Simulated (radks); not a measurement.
Results of a calculation; reference values are marked as such.
The sulfur ion S2+, 14 electrons, occupied as [Ne] 3s2 3p2. Code: a radial shooting solver on a logarithmic mesh with Libxc functionals. Model: scalar-relativistic Kohn-Sham, BLYP, spin-polarised, spherical densities, finite nucleus; open shells are filled with parallel spins first; Fermi nuclear charge, rms radius 3.2611 fm.

Radial electron density D(r) = 4 pi r^2 rho(r):

r (bohr)  D(r) (e/bohr)    spin D(r)
0.006428          1.172   -0.0000579
0.007247          1.448   -0.0000694
0.008171          1.785   -0.0000822
0.009213          2.191   -0.0000955
0.01039           2.678    -0.000108
0.01171           3.258    -0.000118
0.01321           3.942    -0.000121
0.01489           4.740    -0.000112
0.01679           5.662   -0.0000792
0.01893           6.712  -0.00000882
0.02151           7.970     0.000135
0.02426           9.269     0.000373
0.02735           10.66     0.000766
0.03083           12.12      0.00139
0.03477           13.58      0.00237
0.0392            14.98      0.00386
0.0442            16.25      0.00608
0.04983           17.30      0.00935
0.05618           18.03       0.0141
0.06335           18.37       0.0207
0.07142           18.27       0.0299
0.08053           17.72       0.0424
0.0908            16.78       0.0589
0.1024            15.57       0.0802
0.1154            14.27        0.107
0.1301            13.10        0.138
0.1467            12.29        0.175
0.1654            12.03        0.213
0.1865            12.41        0.252
0.2103            13.37        0.285
0.2371            14.72        0.307
0.2674            16.13        0.312
0.3015            17.23        0.294
0.3399            17.65        0.251
0.3832            17.16        0.186
0.4321            15.71        0.109
0.4872            13.48       0.0385
0.5493            10.80     -0.00451
0.6193            8.103      0.00424
0.6983            5.784       0.0836
0.7873            4.112        0.241
0.8877            3.159        0.469
1.009             2.804        0.760
1.138             2.840         1.03
1.283             2.951         1.24
1.446             2.926         1.34
1.63              2.670         1.30
1.838             2.208         1.14
2.073             1.643        0.891
2.337             1.094        0.626
2.635            0.6475        0.391
2.971            0.3383        0.216
3.35             0.1544        0.104
3.777           0.06069       0.0435
4.258           0.02019       0.0153
4.801          0.005594      0.00448
5.413          0.001268      0.00107
6.104         0.0002298     0.000202

D(r) has 3 maxima, at r = 0.0654, 0.340, 1.35 bohr, and minima at 0.164, 1.05 bohr, inside which lie 2.19, 10.44 electrons.
